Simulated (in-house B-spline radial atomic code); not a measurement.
Ionising Te6+ with different functionals

Computed with an all-electron radial atomic-structure program (B-spline basis): four-component Dirac-Coulomb Hamiltonian, Fermi nucleus of rms radius 4.7423 fm, spin-restricted, spherical fractional occupations for the functionals. The ionisation energy is the difference of two self-consistent energies, [Kr] 4d10 → [Kr] 4d9, without Breit or QED terms; ε is the level of the shell that loses the electron (mean over j). The electron is taken from both j subshells in proportion to 2j + 1, so the result is a j average, not the step between ground levels.

Hybrids are left out here: with spherical fractional occupations of an open shell their exact exchange keeps a self-interaction that integer-occupation calculations don't have.

| method | rung | ΔSCF (eV) | -ε(4d) (eV) |
| --- | --- | --- | --- |
| LDA VWN5 | LDA | 124.78 | 113.88 |
| relativistic LDA | LDA | 124.78 | 113.89 |
| LDA PW92 | LDA | 124.77 | 113.87 |
| LDA exchange-only | LDA | 122.76 | 111.89 |
| PBE | GGA | 124.60 | 113.70 |
| PBEsol | GGA | 124.55 | 113.65 |
| BLYP | GGA | 124.38 | 113.49 |
| RPBE | GGA | 124.55 | 113.64 |
| PW91 | GGA | ? | ? |
| BP86 | GGA | ? | ? |
| AM05 | GGA | 124.56 | 113.66 |
| OLYP | GGA | 125.12 | 114.19 |

Problem. What does PW91 give?

Solution. ΔSCF 124.70 eV, and -ε(4d) = 113.80 eV.

Problem. What does BP86 give?

Solution. ΔSCF 124.65 eV, and -ε(4d) = 113.75 eV.

Problem. How do they compare with the NIST value?

Solution. NIST lists 124.20 eV ± 0.06 (measured, ground level to ground level). Errors run from -1.44 to +0.92 eV; BLYP is closest (+0.18 eV), but part of that can be cancellation, since the calculations leave out Breit-QED terms, spin polarisation, the choice among j levels, multiplet and fine-structure energies.
